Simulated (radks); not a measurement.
The carbon ion C3+, 3 electrons, occupied as [He] 2s0.5 2p0.5 (fractional occupations, a model configuration). Calculated with a radial shooting solver on a logarithmic mesh with Libxc functionals: non-relativistic Kohn-Sham, RPBE, spin-polarised, spherical densities, point nucleus; open shells are filled with parallel spins first.

Local quantities along the radius. ELF = 1/(1 + alpha^2) is the electron localisation function; alpha = (tau - tau_W)/tau_unif compares the Pauli kinetic energy density with that of the uniform gas (summed over spins); s = |grad rho|/(2 (3 pi^2)^(1/3) rho^(4/3)) is the reduced gradient; -r V(r) is the screened charge that the Kohn-Sham potential of spin up presents (atomic units); r v_xc is r times the local exchange-correlation potential of spin up (hartree bohr).

r (bohr)    ELF      alpha       s  -r V(r)    r v_xc
0.00837   1.000  0.0006841  0.4020    5.968  -0.07249
0.01022   1.000  0.0007051  0.4049    5.954  -0.08134
0.01249   1.000  0.0007317  0.4084    5.937  -0.09197
0.01513   1.000  0.0007641  0.4126    5.917   -0.1041
0.01848   1.000  0.0008074  0.4179    5.891   -0.1192
0.02257   1.000  0.0008639  0.4244    5.859   -0.1370
0.02757   1.000  0.0009388  0.4326    5.820   -0.1580
0.03367   1.000   0.001040  0.4427    5.772   -0.1824
0.0408    1.000   0.001172  0.4547    5.716   -0.2094
0.04983   1.000   0.001367  0.4703    5.646   -0.2414
0.06086   1.000   0.001651  0.4900    5.562   -0.2771
0.07434   1.000   0.002083  0.5150    5.462   -0.3162
0.0908    1.000   0.002775  0.5470    5.346   -0.3577
0.11      1.000   0.003889  0.5867    5.219   -0.3983
0.1344    1.000   0.005980  0.6409    5.072   -0.4391
0.1641    1.000    0.01013  0.7133    4.913   -0.4749
0.2005    1.000    0.01926  0.8119    4.746   -0.5012
0.2429    0.998    0.04050  0.9421    4.580   -0.5122
0.2967    0.990     0.1018   1.130    4.403   -0.5037
0.3624    0.919     0.2965   1.383    4.229   -0.4759
0.4426    0.534     0.9335   1.670    4.074   -0.4495
0.5406    0.144      2.434   1.783    3.930   -0.4207
0.655     0.093      3.124   1.399    3.764   -0.3589
0.8       0.239      1.784  0.8571    3.771   -0.4710
0.9771    0.562     0.8827  0.8069    3.794   -0.5913
1.193     0.728     0.6120   1.101    3.731   -0.6108
1.458     0.737     0.5975   1.615    3.598   -0.5384
1.766     0.640     0.7497   2.397    3.446   -0.4203
2.157     0.410      1.200   3.800    3.420   -0.4125
2.635     0.139      2.485   6.757    3.474   -0.4722
3.218     0.020      7.083   13.85    3.298   -0.2974
3.931     0.001      29.26   33.31    3.155   -0.1549

On this mesh the ELF has minima near r = 0.66 bohr, which separate the shells, and maxima near 1.3 (0.75).

Self-consistent cycle (total energy in hartree, residual of the potential): 1: -34.537366, 2e+00; 2: -34.592959, 2e+00; 3: -34.641346, 3e-02; 4: -34.641447, 6e-03; 5: -34.641452, 1e-03; 6: -34.641452, 4e-05; 7: -34.641452, 1e-05; 8: -34.641452, 8e-07; 9: -34.641452, 4e-07; 10: -34.641452, 2e-07; 11: -34.641452, 2e-08; 12: -34.641452, 1e-09.
